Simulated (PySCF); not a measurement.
**Working out the ionisation energy of V**

V [Ar] 3d3 4s2 (4F) → V⁺ [Ar] 3d4 (5D). Computed with PySCF 2.14 in aug-cc-pVTZ-DK, with scalar relativity by spin-free X2C-1e. Frozen: [Ar]. Energies in hartree (1 hartree = 27.21139 eV):

```tsv
part	V (lower)	V⁺ (upper)
UHF	-948.142316	-947.915696
CCSD correlation	-0.075468	-0.052115
(T)	-0.002850	-0.000937
```

Task: What does Hartree-Fock give?

Result: (-947.915696) − (-948.142316) = 0.226620 hartree = 6.167 eV.

Task: What do CCSD and CCSD(T) give?

Result: The CCSD correlation energies differ by 0.023353 hartree = 0.635 eV and the triples by 0.001913 hartree = 0.052 eV, so CCSD gives 6.802 eV and CCSD(T) 6.854 eV.

Measured between the centres of the two terms (NIST): 6.732 eV, so CCSD(T) (valence) is off by 0.122 eV.

What remains against the reference includes basis incompleteness, the frozen core and higher excitations.
